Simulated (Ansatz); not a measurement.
`C[N](C)[In]([NH2])[Cl]`, charge 0, multiplicity 1.

(1) Give a relaxed structure at PBE0-D4/def2-TZVP (Ansatz 0.2.0). (An estimate is asked.)

## Answers

(1) Ansatz gave: 
Z-matrix (Å, degrees):
```
C
N 1 1.439
H 1 1.101 2 112.0
H 1 1.092 2 111.0 3 120.5
H 1 1.100 2 111.0 3 -119.7
C 2 1.439 1 113.5 3 59.6
In 2 1.995 1 122.8 3 -112.4
H 6 1.101 2 112.3 1 -60.6
H 6 1.100 2 111.1 1 59.2
H 6 1.093 2 111.4 1 178.7
N 7 2.013 2 127.9 1 -177.9
Cl 7 2.334 2 114.2 1 -7.1
H 11 1.011 7 115.8 2 -38.6
H 11 1.011 7 113.7 2 -165.2
```
This is one stationary point; other conformers may exist.
